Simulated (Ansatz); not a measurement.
Geometry optimisation, RKS PBE/def2-SVP in Ansatz 0.2.0.

input.yaml

```yaml
crystal:
  periodic: [false, false, false]
  atoms:
    - { symbol: Ge, position_ang: [0.004289, 0.113914, -0.118645] }
    - { symbol: F, position_ang: [-0.099447, 0.257442, 1.596864] }
    - { symbol: Ge, position_ang: [2.318573, 0.075323, -0.906933] }
    - { symbol: H, position_ang: [2.723985, -1.310535, -1.453037] }
    - { symbol: H, position_ang: [2.392602, 1.134614, -2.046953] }
    - { symbol: H, position_ang: [3.244441, 0.525709, 0.250126] }
    - { symbol: H, position_ang: [-0.956493, 1.221032, -0.640915] }
    - { symbol: F, position_ang: [-0.852741, -1.396246, -0.469679] }
    - { symbol: S, position_ang: [1.51808, -2.5421, 1.492405] }
    - { symbol: H, position_ang: [0.393389, -2.829842, 0.770635] }
    - { symbol: H, position_ang: [0.843622, -1.55061, 2.183932] }
basis:
  gaussian: { orbitals: def2-SVP }
hamiltonian:
  xc: pbe
relax:
  f_tol: 0.03
  max_steps: 50
```

Command:

```bash
$ ansatz run input.yaml --threads 4 --pin off --max-ram 5120MiB --backend cpu --events-out ev --progress --plain --runs-dir out
```

Problem. Where does it end, and by what steps?

Solution. It converged. The force dipped under the threshold on the way, but the program's further checks kept it going. After 6 steps the energy has fallen by 0.061 eV; H6 moved furthest, 0.20 Å.

```
step  energy less start (eV)  largest force component (eV/Å)  accepted
   0                  0.0000                           1.389       yes
   1                 -0.0456                           0.544       yes
   2                 -0.0556                           0.155       yes
   3                 -0.0579                           0.136       yes
   4                 -0.0598                           0.056       yes
   5                 -0.0610                           0.017       yes
   6                 -0.0614                           0.016       yes
```

```xyz
11
Properties=species:S:1:pos:R:3
Ge -0.039 0.162 -0.189
F -0.141 0.324 1.570
Ge 2.297 0.079 -0.912
H 2.580 -1.286 -1.575
H 2.482 1.217 -1.958
H 3.211 0.341 0.305
H -1.028 1.227 -0.743
F -0.831 -1.391 -0.490
S 1.579 -2.591 1.584
H 0.476 -2.796 0.812
H 0.943 -1.589 2.255
```

Whether the end is a true minimum wasn't checked by a vibrational analysis.

The run took 15 s on 4 threads of Arm Neoverse V1, on a shared host, peak memory 0.22 GiB.
